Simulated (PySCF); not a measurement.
How good is the calculation?

Numbering as in the mapped SMILES `[CH3:1][S:2][c:3]1[cH:4][cH:5][cH:6][s:7]1`; H(Xn) means a hydrogen on atom n.

Computational details: NMR shieldings at PBE0/pcSseg-1/GIAO, geometry from GFN2-xTB, in PySCF 2.14 (in vacuum, a single conformation, relativity neglected, rapidly exchanging positions averaged).

Reference values: estimated from measurements, as parent shift plus tabulated substituent increment (solution, not stated per compound (mostly CDCl3 or CCl4); Pretsch, Buehlmann, Badertscher, Structure Determination of Organic Compounds, 4th ed. (2009)).
| atoms | quantity | reference | computed | computed, scaled |
| --- | --- | --- | --- | --- |
| H(C6) | δ 1H | 7.15 | 6.93 | 6.62 |
| H(C4) | δ 1H | 6.93 | 6.90 | 6.60 |
| H(C5) | δ 1H | 6.78 | 7.15 | 6.84 |

Computed shifts are σ(ref) − σ with the named reference compound (TMS for H and C) calculated as an isolated molecule at the same level. The measured values may be among those fitted. Empirical linear scaling, fitted to shifts measured mostly in CDCl3 for H and C (δ vs TMS): 1H: δ = 30.01 − 0.943σ (rms 0.17 ppm, 504 shifts, 0.18 ppm with the 4 outliers that the fit left out). A few per cent of atoms miss by over 2 rms, more outside the fitted compound classes.

Q: How far are the unscaled 1H shifts from the references?

A: Mean signed difference +0.04 ppm, mean absolute 0.21 ppm over 3 comparisons; the largest is +0.37 ppm at H(C5) (hydrogen on an aromatic CH).
